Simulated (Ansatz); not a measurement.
`BC#CC` and `C#CC#CC` differ in one atom or group.

Ansatz, PBE0-D4/def2-TZVP geometries, multiplicity 1. 

```csv
property,`BC#CC`
zero-point energy (PBE0-D4/def2-TZVP) / kJ/mol,175.8
HOMO energy (B3LYP/def2-TZVPP) / eV,-7.24
LUMO energy (PBE/def2-TZVPP) / eV,-2.93
"ideal-gas entropy at 298 K and 1 bar (rigid rotor, harmonic PBE0-D4/def2-TZVP) / J/(mol·K)",316
HOMO energy (PBE/def2-TZVPP) / eV,-6.27
LUMO energy (PBE0/def2-TZVPP) / eV,-1.99
```

Give the same properties after the change, and the shifts. (Best estimate.)

Computed: 
```tsv
property	`C#CC#CC`	shift
zero-point energy (PBE0-D4/def2-TZVP) / kJ/mol	173.4	-2.4
HOMO energy (B3LYP/def2-TZVPP) / eV	-6.94	0.30
LUMO energy (PBE/def2-TZVPP) / eV	-1.36	1.57
ideal-gas entropy at 298 K and 1 bar (rigid rotor, harmonic PBE0-D4/def2-TZVP) / J/(mol·K)	293	-23
HOMO energy (PBE/def2-TZVPP) / eV	-6.07	0.20
LUMO energy (PBE0/def2-TZVPP) / eV	-0.44	1.55
```

With PBE0 the HOMO rises by 0.29 eV and the LUMO rises by 1.55 eV, so the gap widens by about 1.26 eV. PBE moves the HOMO by 0.20 eV and ωB97M-V by 0.41 eV. Modes under 60 cm⁻¹, often nearly free rotors, make the harmonic entropy too high.

B3LYP here is the variant with VWN-RPA as its local correlation; programs differ in this.
